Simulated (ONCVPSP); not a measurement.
# Pseudopotential generation for silicon (Si): ONCV, PBE, scalar-relativistic.

silicon (Si), optimised norm-conserving Vanderbilt (ONCV), made with ONCVPSP 4.0.1 (PBE, scalar-relativistic). Core [Ne], reference 3s1.75 3p2.25. Waves: 3s: rc 1.75 bohr, ncon 3, nbas 7, qcut 4.6 1/bohr, 2 projectors, debl 2 Ha; 3p: rc 1.60 bohr, ncon 4, nbas 8, qcut 4.4 1/bohr, 2 projectors, debl 5.25 Ha. Local part: polynomial inside 1.50 bohr (lpopt 5, dvloc0 0 Ha). Core correction: none.

Task: Estimate the cutoffs (Ha) at which the residual kinetic energy of the hardest occupied pseudo-wave falls to 1 and 0.1 mHa per electron.

Result: 7.8 Ha and 12 Ha.

Task: Does the potential have ghost states?

Result: No bound ghost flagged; GHOST(+) flagged for s at 166.1 eV.

Task: Tests: 3s2 3p2; 3s2 3p1; 3s2 3p0; 3s1 3p0. Which has the largest error in its energy relative to the reference configuration, and how large is it?

Result: 3s1 3p0, with +55 meV (all-electron minus pseudo) on +56.02 eV.
